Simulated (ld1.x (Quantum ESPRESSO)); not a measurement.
silicon ultrasoft: all-electron and pseudo phase curves

silicon (Si), ultrasoft, made with ld1.x (Quantum ESPRESSO) 7.5 (PBE, scalar-relativistic). Core [Ne], reference 3s2 3p2. Waves: 3s (bound): rcut 1.10, rcutus 2.04 bohr; 3s channel at 0.7 Ry: rcut 1.10, rcutus 2.04 bohr; 3p (bound): rcut 1.55, rcutus 1.95 bohr; 3p channel at 0.55 Ry: rcut 1.55, rcutus 1.95 bohr. Local part: all-electron potential smoothed inside 1.25 bohr (lloc = -1). Core correction: a·sin(br)/r model core inside 1.15 bohr. Augmentation charge: PSQ, radius 1.15 bohr.

The phase is arctan(r·u′/u) with u = r·R(r), unwrapped; energies in Ry, scanned from -3 to 5 Ry. A pole is an energy at which the radial function vanishes at the test radius. The pseudo phase is shifted by a multiple of π to meet the all-electron one at the reference energy, and phase errors are pseudo minus all-electron; the curves can meet again beyond the range given. Levels narrower than the energy grid can be missing from the lists of poles.

For each channel, where are the poles, and over which energies does the pseudopotential scatter like the atom?

```
channel  radius (bohr)  reference energy (Ry)  poles, all-electron  poles, pseudo  unbroken range about the reference energy with phases within 0.05 rad  phase error 1 Ry above the reference energy (rad)
      s           2.21                  -0.79                 1.14     1.14, 1.78                                                              below 1.7                                             -0.000
      p           2.21                  -0.30                 2.09           2.08                                                              below 4.9                                             -0.000
```

Phases in the s channel:

| E (Ry) | all-electron | pseudo |
| --- | --- | --- |
| -3.00 | 1.202 | 1.202 |
| -2.52 | 1.129 | 1.128 |
| -2.04 | 0.998 | 0.998 |
| -1.56 | 0.712 | 0.712 |
| -1.08 | -0.029 | -0.029 |
| -0.60 | -0.910 | -0.910 |
| -0.12 | -1.278 | -1.278 |
| 0.36 | -1.439 | -1.439 |
| 0.84 | -1.530 | -1.530 |
| 1.32 | -1.592 | -1.593 |
| 1.80 | -1.641 | -4.760 |
| 2.28 | -1.686 | -4.823 |
| 2.76 | -1.732 | -4.867 |
| 3.24 | -1.785 | -4.916 |
| 3.72 | -1.852 | -4.977 |
| 4.20 | -1.951 | -5.061 |
| 4.68 | -2.120 | -5.196 |
